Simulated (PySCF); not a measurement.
## Electronic structure of Ge (germanium, neutral) at the r2SCAN level

Configuration: [Ar] 3d10 4s2 4p2, high-spin 3P determinant. All numbers are calculated (PySCF 2.14, scalar relativity by spin-free X2C-1e, in x2c-TZVPall (6s5p4d1f, 48 functions)).

```json
{
  "Total energy": "-2098.693 hartree",
  "One-electron energy": "-2921.718 hartree",
  "Hartree (Coulomb) energy": "903.172 hartree",
  "Exchange-correlation energy": "-80.147 hartree",
  "⟨S²⟩": "2.0049",
  "⟨L²⟩": "2.014",
  "Sum of ⟨r⟩": "23.99 bohr",
  "Sum of ⟨r²⟩": "40.36 bohr²",
  "Traceless quadrupole moment −½Σ⟨3z² − r²⟩ along its main axis": "3.65 e·bohr²",
  "Langevin diamagnetic susceptibility": "-32.0 ×10⁻⁶ cm³/mol",
  "Time after the integrals": "1.6 s of wall time on 1 thread of Neoverse-N1 (shared host)"
}
```

```tsv
shell	electrons	mean orbital energy (eV)	spread (eV)	rms radius, mean of both spins (bohr)
1s α	1	-10981.6	0	0.0542
1s β	1	-10981.5	0	0.0542
2s β	1	-1383.5	0	0.228
2s α	1	-1383.5	0	0.228
2p α	3	-1207.2	0.061	0.203
2p β	3	-1207.2	0.122	0.203
3s α	1	-173.38	0	0.669
3s β	1	-173.32	0	0.669
3p α	3	-118.79	0.298	0.700
3p β	3	-118.72	0.383	0.700
3d α	5	-29.999	0.278	0.832
3d β	5	-29.846	0.428	0.832
4s α	1	-12.651	0	2.29
4s β	1	-10.954	0	2.29
4p α	2	-4.681	0	3.07
```

Densities and radii are taken from the X2C orbitals without a picture-change correction, which distorts them close to the nucleus.
